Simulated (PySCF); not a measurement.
## A ladder of Hamiltonians for Zr²⁶⁺ (zirconium, charge +26)

Occupied: 1s1/2, 2s1/2, 2p1/2, 2p3/2, 3s1/2, 3p1/2. Hartree-Fock calculated with PySCF 2.14 in an even-tempered Gaussian basis (21 s from 1.6 bohr⁻², ratio 2.3; 15 p from 1.9 bohr⁻², ratio 2.3), Gaussian nucleus throughout. NR is non-relativistic, sf-X2C the spin-free one-electron X2C Hamiltonian, X2C adds the bare one-electron spin-orbit term, X2C-SNSO screens it by Boettger's factors, DC is four-component Dirac-Coulomb, and the Gaunt and Breit terms are added at first order (total energies over the DC spinors, levels after relaxing the spinors in that mean field). QED terms are absent. Levels marked empty are virtual spinors of this ion; the basis has s and p functions only, so 3d, which can lie below the n = 4 levels, is absent.

| level (eV) | X2C | X2C-SNSO |
| --- | --- | --- |
| 1s1/2 | -19348.3 | -19348.5 |
| 2s1/2 | -3775.8 | -3775.9 |
| 2p1/2 | -3566.6 | -3563.3 |
| 2p3/2 | -3465.7 | -3467.2 |
| 3s1/2 | -1409.1 | -1409.2 |
| 3p1/2 | -1341.8 | -1341.1 |
| 3p3/2 (empty) | -1263.7 | -1264.1 |
| 4s1/2 (empty) | -697.98 | -697.99 |

Question: Where do the four-component calculations put these levels?

Answer: 1s1/2: DC -19360.4, DC+Gaunt -19327.4, DC+Breit -19329.6; 2s1/2: DC -3777.2, DC+Gaunt -3774.2, DC+Breit -3774.4; 2p1/2: DC -3563.7, DC+Gaunt -3558.4, DC+Breit -3559.0; 2p3/2: DC -3468.2, DC+Gaunt -3464.5, DC+Breit -3465.1; 3s1/2: DC -1409.4, DC+Gaunt -1408.8, DC+Breit -1408.8; 3p1/2: DC -1341.2, DC+Gaunt -1340.0, DC+Breit -1340.1; 3p3/2 (empty): DC -1264.2, DC+Gaunt -1263.5, DC+Breit -1263.6; 4s1/2 (empty): DC -698.09, DC+Gaunt -697.84, DC+Breit -697.87 (eV).

| Hamiltonian | E (hartree) | E − E(DC) (hartree) | CPU seconds |
| --- | --- | --- | --- |
| X2C | -3133.0519 | 0.5912 | 0.4 |
| X2C-SNSO | -3132.9632 | 0.6799 | 0.39 |
| DC | -3133.6431 | 0.0000 | 14 |
| DC+Gaunt | -3131.5633 | 2.0798 | 24 |
| DC+Breit | -3131.7496 | 1.8936 | 70 |

Weight of the small component: 1s1/2 0.0212, 2s1/2 0.00446, 2p1/2 0.00442, 2p3/2 0.00428, 3s1/2 0.00155, 3p1/2 0.00151, 3p3/2 0.00145, 4s1/2 0.000725.

Koopmans' value for the highest occupied level at DC+Breit: 1340.1 eV, against an ionisation energy of 1344 ± 3 eV (semi-empirical (NIST evaluation); NIST Atomic Spectra Database, ionization energies); the former lacks relaxation, correlation, QED and recoil.

The whole ladder took 110 s of wall time on 1 thread of Neoverse-V2 (shared host), launched as `OMP_NUM_THREADS=1 python relrun2.py TASK.json OUT` (a driver that calls PySCF for each Hamiltonian).

Dirac-Coulomb iterations, started from the X2C spinors:

```
with_ssss True, with_gaunt False, with_breit False
light speed = 137.03599967994
init E= -3128.51948702542
cycle= 1 E= -3133.64298627129  delta_E= -5.12  |g|= 0.538  |ddm|= 0.0518
cycle= 2 E= -3133.64312637791  delta_E= -0.00014  |g|= 0.00947  |ddm|= 0.00604
cycle= 3 E= -3133.64312682354  delta_E= -4.46e-07  |g|= 0.000559  |ddm|= 0.000512
cycle= 4 E= -3133.64312682517  delta_E= -1.63e-09  |g|= 2.74e-06  |ddm|= 2.53e-05
```
